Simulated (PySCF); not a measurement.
Lowest empty level (eV) of eight silicon and germanium compounds: PBE beside HF, computed with PySCF for isolated molecules in the bases named; differences from unrounded values. The eight are the first of their class met in an unordered collection, after screening for sound electronic states; none was chosen by its value. Each molecule has one DFT geometry for both levels.

```tsv
molecule	basis	HF	PBE	difference
chlorosilylformaldehyde (CH3ClOSi), SMILES [SiH2](Cl)C=O	def2-TZVPD	1.48	___	___
Si(Cl)2(F)(GeH3) (Cl₂FGeH₃Si), SMILES [Si](Cl)(Cl)(F)[GeH3]	def2-TZVP	2.93	-1.29	-4.21
Si(H)2(Me)(OAc) (C3H8O2Si), SMILES C[SiH2]OC(C)=O	def2-TZVP	3.37	-1.06	-4.44
Si(H)3(NHiPr) (C3H11NSi), SMILES CC(C)N[SiH3]	def2-TZVP	3.30	-0.30	-3.61
Si(Cl)(F)2(OAc) (C₂H₃ClF₂O₂Si), SMILES CC(=O)O[Si](F)(F)Cl	def2-TZVP	3.40	-1.76	-5.16
C2H7ClOSi, SMILES [SiH2](Cl)[C@H](O)C	def2-TZVP	3.12	___	___
dichloro(silyloxy)silane (Cl2H4OSi2), SMILES [SiH3]O[SiH](Cl)Cl	def2-TZVP	2.99	-1.06	-4.06
C4H9NSi, SMILES C1C[SiH](CC=1)N	def2-TZVP	3.50	___	___
```

Question: Complete the blanks. (An estimate is asked for; the answer gives what the named calculation found.)

Answer: 
- C2H7ClOSi, SMILES [SiH2](Cl)[C@H](O)C, PBE: -0.79
- C2H7ClOSi, SMILES [SiH2](Cl)[C@H](O)C, difference: -3.92
- C4H9NSi, SMILES C1C[SiH](CC=1)N, PBE: -0.46
- C4H9NSi, SMILES C1C[SiH](CC=1)N, difference: -3.97
- chlorosilylformaldehyde (CH3ClOSi), SMILES [SiH2](Cl)C=O, PBE: -3.30
- chlorosilylformaldehyde (CH3ClOSi), SMILES [SiH2](Cl)C=O, difference: -4.78

PBE lies below HF in 8 and above it in 0 of the eight; the mean signed difference is -4.27 and the largest -5.16 eV.
